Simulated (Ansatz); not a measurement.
MgH, multiplicity 2 (the spin of the measured ground state), most abundant isotopes (1.0078 and 23.9850 u). Constants from fifth-degree fits in 1/R to seven points on the lowest solution found; no spin–orbit coupling, no relativity up to Kr; ω_e x_e and α_e move by some per cent with the fit.

Correlated levels freeze the inner cores; with def2 sets outer-core shells near the valence are correlated too.

Codes used: Ansatz (Gaussian orbitals). Each number belongs to the level named beside it.

Total energies (hartree; each atom in its lowest state at that level) and vibrational constants (cm⁻¹):

```
level               E(MgH) at r_e       E(H)        E(Mg)   ω_e  ω_e x_e
------------------  -------------  ---------  -----------  ----  -------
PBE/def2-TZVPP        -200.493745  -0.499616  -199.942973  1409       30
B3LYP/def2-TZVPP      -200.646533  -0.502154  -200.091523  1449       31
wB97M-V/def2-TZVPP    -200.599881  -0.494111  -200.059534  1465       29
CCSD(T)/def2-QZVPP    -200.406189  -0.499983  -199.855391  1525       35
```

Problem. Work out D_e and D₀ in eV.

Solution. 
D_e = E(H) + E(Mg) − E(molecule), times 27.2114 eV; D₀ = D_e − (ω_e/2 − ω_e x_e/4)/8065.54.
- PBE/def2-TZVPP: D_e = 1.392, zero point 0.086, D₀ = 1.306 eV
- B3LYP/def2-TZVPP: D_e = 1.438, zero point 0.089, D₀ = 1.349 eV
- wB97M-V/def2-TZVPP: D_e = 1.258, zero point 0.090, D₀ = 1.168 eV
- CCSD(T)/def2-QZVPP: D_e = 1.383, zero point 0.093, D₀ = 1.289 eV
No counterpoise correction is made.

Ansatz is an electronic-structure program.
